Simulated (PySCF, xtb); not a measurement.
C4H7BN2, SMILES CB1C=NCN=C1.

The structure is a stationary point at PBE0-D3(BJ)/def2-SVP. This is a generated structure with no PubChem entry under its InChIKey; it may be hypothetical. One conformer was computed; it need not be the lowest.

Level of theory: PySCF with IEF-PCM-ωB97X/def2-SVP.

The values are the electrostatic part of the solvation free energy, E(continuum) − E(gas) at the gas-phase geometry, in a cavity of scaled van der Waals radii (PySCF's table); cavitation and dispersion terms are not included. In vacuum the orbital gap is 8.64 eV. The dipole moment in vacuum is 1.48 D.

| solvent | ε | ΔG(elec) (kcal/mol) | dipole (D) | gap (eV) |
|---|---|---|---|---|
| water | 78.36 | -5.0 | 2.03 | 8.83 |
| n-hexane | 1.88 | -1.8 | 1.66 | 8.71 |
| dichloromethane | 8.93 | -4.2 | 1.93 | 8.80 |

For comparison, GFN2-xTB/ALPB(water) (xtb, at the GFN2-xTB geometry, all terms of that model) gives -4.4 kcal/mol.
